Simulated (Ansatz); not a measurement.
**Abstraction of F: Ge(CH3)F3 + C3H6F → Ge(CH3)F2 + C3H6F2**

Species: Ge(CH3)F3, singlet; C3H6F `[CH2]CCF`, doublet; Ge(CH3)F2, doublet; C3H6F2 (1,3-difluoropropane) `FCCCF`, singlet. A radical takes F: the energy is the difference in strength between the Ge–F bond broken and the C–F bond made.

Shapes, held fixed at every level: PBE0-D4/def2-TZVP. Flexible molecules stand in one conformer, not always the lowest. Programs: Ansatz 0.2.0. Electronic energies: no zero-point or thermal term.

```csv
level,kind,ΔE (kJ/mol),less CCSD(T)/def2-TZVPP,CPU time (sum over the molecules)
MP2/def2-TZVPP,perturbation theory,+87.1,+0.7,–
r2SCAN-D4/def2-TZVPP,meta-GGA,+80.6,-5.8,58 s
B3LYP-D4/def2-TZVPP,global hybrid,+64.5,-21.9,49 s
wB97M-V/def2-TZVPP,range-separated hybrid,+66.0,-20.4,1.9 min
wB97X-V/def2-TZVPP,range-separated hybrid,+72.5,-13.9,89 s
B2PLYP/def2-TZVPP,double hybrid,+75.2,-11.2,58 s
CCSD(T)/def2-TZVPP,coupled cluster or CI,+86.4,0.0,25 min
```

The highest level, CCSD(T)/def2-TZVPP, gives ΔE = +86.4 kJ/mol; the levels span +64.5 to +87.1. The column of differences is taken from that level and isn't an error. No measured value is set beside it here. Open shells run unrestricted. Relativity is left out for Ge. Outer-core shells of Ge are correlated, in sets that cover them unevenly. Times are processor times on shared x86 and Arm servers, and rough.
